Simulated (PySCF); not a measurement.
C4H6F2.

```xyz
12

C     -2.5423    -0.2807    -0.1746
C     -1.1690    -0.7997    -0.5889
C     -0.1256     0.2716    -0.6213
C      0.9565     0.2871     0.1457
F      1.2743    -0.6395     1.0234
F      1.8718     1.2287     0.1355
H     -2.5155     0.1409     0.8418
H     -2.8916     0.5132    -0.8535
H     -3.2918    -1.0865    -0.1897
H     -0.8485    -1.6030     0.0923
H     -1.2414    -1.2590    -1.5906
H     -0.2441     1.1228    -1.2964
```
Charge 0, spin multiplicity 1.

Geometry optimised at PBE0-D3(BJ)/def2-SVP. Other conformers were not sampled.

Computed with PBE/pcSseg-1 (PySCF). Non-relativistic, no solvent.

### Question
Give the absolute GIAO shielding of each atom: isotropic value and principal components (ppm). (Estimate from the structure and the level; the computed values follow.)

### Answer

```
atom  σ(iso)    σ11    σ22    σ33   span
----  ------  -----  -----  -----  -----
C1     162.5  150.2  156.4  180.9   30.7
C2     158.3  145.7  162.5  166.6   20.9
C3      98.2   38.6  110.7  145.3  106.7
C4      13.9  -70.7   39.0   73.2  143.9
F5     247.6  192.9  267.6  282.3   89.4
F6     242.0  198.3  229.9  297.8   99.5
H7      30.3   26.6   28.8   35.5    8.9
H8      30.3   26.6   28.4   35.7    9.2
H9      30.0   25.9   27.3   36.8   10.9
H10     29.1   24.5   29.3   33.4    8.9
H11     29.2   24.1   28.1   35.4   11.4
H12     27.3   24.2   27.6   30.0    5.7
```
